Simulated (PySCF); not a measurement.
1-ethenoxypropa-1,2-diene (C5H6O), SMILES C=COC=C=C. Atoms are numbered in the order given.

```xyz
12

C      2.7311     0.7270     0.6344
C      1.5993     0.2915     0.1435
C      0.4862    -0.1606    -0.3857
O     -0.4799    -0.7958     0.3585
C     -1.7847    -0.5606     0.0543
C     -2.2778     0.4165    -0.7142
H      3.6001     0.0668     0.7471
H      2.8544     1.7677     0.9583
H      0.2869    -0.1017    -1.4636
H     -2.4210    -1.3002     0.5477
H     -1.6513     1.1830    -1.1734
H     -3.3549     0.4688    -0.8770
```

Geometry: B3LYP-D3(BJ)/def2-SVP. Other conformers were not sampled.

Method: PBE0/pcSseg-1 (PySCF).

GIAO shieldings, no solvent; atoms listed in one row are averaged. δ = σ(ref) − σ: ¹³C against TMS (σ = 186.3 ppm); ¹⁷O against H2O (σ = 334.2 ppm); ¹H against TMS (σ = 31.56 ppm), references at their B3LYP-D3(BJ)/def2-TZVP geometries, non-relativistic.

Question: Estimate the chemical shifts. (The exact figures need the calculation; the answer reports its results.)

Answer: 
```json
[
 {"nucleus": "¹³C", "atoms": "C2", "count": "1", "δ (ppm)": "222.5"},
 {"nucleus": "¹³C", "atoms": "C5", "count": "1", "δ (ppm)": "160.9"},
 {"nucleus": "¹³C", "atoms": "C3", "count": "1", "δ (ppm)": "123.4"},
 {"nucleus": "¹³C", "atoms": "C1", "count": "1", "δ (ppm)": "96.2"},
 {"nucleus": "¹³C", "atoms": "C6", "count": "1", "δ (ppm)": "95.2"},
 {"nucleus": "¹⁷O", "atoms": "O4", "count": "1", "δ (ppm)": "163.1"},
 {"nucleus": "¹H", "atoms": "H9", "count": "1", "δ (ppm)": "6.92"},
 {"nucleus": "¹H", "atoms": "H10", "count": "1", "δ (ppm)": "6.92"},
 {"nucleus": "¹H", "atoms": "H7, H8", "count": "2", "δ (ppm)": "6.02"},
 {"nucleus": "¹H", "atoms": "H11", "count": "1", "δ (ppm)": "4.73"},
 {"nucleus": "¹H", "atoms": "H12", "count": "1", "δ (ppm)": "4.61"}
]
```
